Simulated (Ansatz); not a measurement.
BH3O2 (SMILES OBO) moved off its minimum; all values from Ansatz (a program for electronic structure), cores frozen in correlated methods.
(charge 0, multiplicity 1)
```xyz
6

B     -0.3217    -0.1787    -0.1789
H     -1.1374    -1.0207    -0.8163
O     -0.2727     0.9508    -0.5529
H      0.3724     1.5157    -0.1738
O      0.4670    -0.7279     0.7428
H      0.4273    -1.6396     0.9222
```

Task: Give the forces (eV/Å), the total energy and the dipole at CCSD(T)/cc-pVTZ.

Result: 
```tsv
atom	Fx	Fy	Fz
B1	-2.960	-12.612	0.665
H2	0.995	1.385	1.009
O3	-0.290	10.461	-3.875
H4	0.882	0.878	0.580
O5	1.792	1.277	1.610
H6	-0.419	-1.389	0.011
```
Energy -176.9134 hartree, dipole 1.39 D.
